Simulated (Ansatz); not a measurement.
Reaction (substitution at a C–C bond): `BC(=C)CI` + `NCF` → `BC(=C)NCF` + `CI`

Gas-phase electronic energies from Ansatz, PBE0-D4/def2-TZVP geometries. CBS: MP2 limit from def2 TZ/QZ plus the TZ coupled-cluster correction, frozen cores. Functionals use def2-TZVPP. def2 core potentials past Kr. For I outer-core shells are correlated without core-valence functions, which leaves a few kJ/mol of doubt a bond. One conformer a species, not always the lowest.

`BC(=C)CI`:

Z-matrix (Å, degrees):
```
C
I 1 2.160
C 1 1.488 2 110.0
H 1 1.088 2 105.3 3 -123.2
H 1 1.088 2 103.6 3 120.8
C 3 1.342 1 120.1 2 -110.2
B 3 1.543 1 120.9 2 72.0
H 6 1.084 3 120.6 1 -180.0
H 6 1.088 3 122.6 1 -0.2
H 7 1.196 3 119.1 1 -177.1
H 7 1.196 3 121.1 1 4.6
```

`NCF`:

```xyz
7

N     0.837   -0.293   -0.109
C    -0.432    0.129    0.315
F    -1.276    0.526   -0.737
H     0.800   -1.110   -0.703
H     1.360    0.439   -0.568
H    -0.949   -0.685    0.827
H    -0.341    0.994    0.974
```

`BC(=C)NCF`:

Cartesian coordinates in Å:
```
B 0.125 1.141 1.747
C -0.059 0.138 0.599
C -0.952 -0.860 0.779
N 0.632 0.340 -0.588
C 0.490 -0.479 -1.709
F -0.734 -0.305 -2.368
H -0.337 0.896 2.819
H 0.698 2.178 1.563
H -1.379 -1.007 1.760
H -1.286 -1.519 -0.016
H 1.002 1.264 -0.731
H 1.271 -0.254 -2.437
H 0.529 -1.532 -1.417
```

`CI`:

Cartesian coordinates in Å:
```
C 0.093 0.121 -0.169
I -0.776 -1.010 1.411
H 1.163 0.164 0.006
H -0.132 -0.388 -1.101
H -0.349 1.113 -0.147
```

**Question.** Is it downhill or uphill in electronic energy at CCSD(T)/CBS, and by how much? (Estimate.)

**Answer.** The calculation gave: Uphill: ΔE = +11.1 kJ/mol.

**Question.** What do these levels give: ωB97X-V, ωB97M-V, r2SCAN, HF/def2-TZVPP, MP2/def2-TZVPP, SCS-MP2/def2-TZVPP, CCSD/def2-TZVPP, HF/def2-QZVPP, MP2/def2-QZVPP, SCS-MP2/def2-QZVPP, HF/CBS(def2), CCSD/CBS(def2)? (Estimate.)

**Answer.** The calculation gave: ωB97X-V 2.9, ωB97M-V 4.2, r2SCAN -0.7, HF/def2-TZVPP 9.8, MP2/def2-TZVPP 14.4, SCS-MP2/def2-TZVPP 13.9, CCSD/def2-TZVPP 11.2, HF/def2-QZVPP 9.4, MP2/def2-QZVPP 14.5, SCS-MP2/def2-QZVPP 14.0, HF/CBS(def2) 9.4, CCSD/CBS(def2) 11.5 kJ/mol.

Largest T1 diagnostic among the species: 0.012.

The D4 term adds +3.3 kJ/mol with B3LYP and +1.7 kJ/mol with PBE0; it sums over pairs of atoms, weighted by their polarisabilities, and B3LYP, whose exchange is more repulsive, gets the larger term.

B3LYP here is the variant with VWN-RPA as its local correlation; programs differ in this.
